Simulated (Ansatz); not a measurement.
`[CH3][GeH]([OH])[F]` → H–F + `[CH3][Ge][OH]` at 600 K and 1 bar (germylene formation by 1,1-elimination).

Calculated with Ansatz (gas phase, PBE0-D4/def2-TZVP geometries, no zero-point term in ΔE). CCSD(T)/CBS adds triple-zeta CCSD(T) − MP2 to the extrapolated MP2 energy (def2 sets, frozen cores). This one scheme is used for every species. For Ge outer-core shells are correlated without core-valence functions, which leaves a few kJ/mol of doubt a bond. Scalar relativity is left out up to krypton. Each species was taken in one conformer, which may not be the lowest.

```json
{"species": "`[CH3][GeH]([OH])[F]`", "CCSD(T)/CBS energy (Eh)": "-2292.21807", "H − E (kJ/mol)": "215.3", "S (J/(mol·K))": "416.3"}
{"species": "H–F", "CCSD(T)/CBS energy (Eh)": "-100.39570", "H − E (kJ/mol)": "42.3", "S (J/(mol·K))": "194.0"}
{"species": "`[CH3][Ge][OH]`", "CCSD(T)/CBS energy (Eh)": "-2191.75471", "H − E (kJ/mol)": "171.0", "S (J/(mol·K))": "364.9"}
```

H − E and S are ideal-gas, rigid-rotor, harmonic terms from PBE0-D4/def2-TZVP, for one conformer and one mirror image of each species. 1 Eh = 2625.50 kJ/mol, R = 8.31446 J/(mol·K).

Task: By hand: ΔE, ΔH, ΔS and ΔG.

Result: ΔE = (-100.39570) + (-2191.75471) − (-2292.21807) = 0.06766 Eh = 177.6 kJ/mol. Δ(H − E) = 42.3 + 171.0 − 215.3 = -2.0, so ΔH = 175.6 kJ/mol. ΔS = 194.0 + 364.9 − 416.3 = 142.6 J/(mol·K). ΔG = 175.6 − 600 × (142.6)/1000 = 90.0 kJ/mol.

Task: By hand: the equilibrium constant, and the temperature at which ΔG would vanish if ΔH and ΔS stayed fixed.

Result: log₁₀ K = −ΔG/(RT ln 10) = -7.8. ΔG = 0 at ΔH/ΔS = 1231 K.

The number of gas molecules changes by +1, which sets the sign of ΔS. A doubt of 5 kJ/mol in ΔE shifts log₁₀ K by 0.4 here. Other conformers and mirror images would add mixing entropy, several J/(mol·K) or more a flexible species. These are equilibria of isolated gas molecules and say nothing of rates. Largest T1 diagnostic: 0.014 (customary marks: 0.02 for closed shells, 0.045 for open ones).
